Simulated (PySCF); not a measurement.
# Electron correlation in Ar³⁺ (argon, charge +3)

[Ne] 3s2 3p3, high-spin 4S determinant. Computed with PySCF 2.14 in def2-TZVPPD (6s6p4d1f, 51 functions), with no relativity, point nucleus. Frozen: [Ne]; 5 electrons correlated.

```
  level  correlation energy (mhartree)
   CCSD                        -123.98
    (T)                          -3.20
CCSD(T)                        -127.18
```

Diagnostics: T1 = 0.0025, D1 = 0.0065, largest double amplitude 0.058.

Task: Is a single reference adequate?

Result: Yes: T1 lies below 0.03 and no double amplitude reaches 0.07.
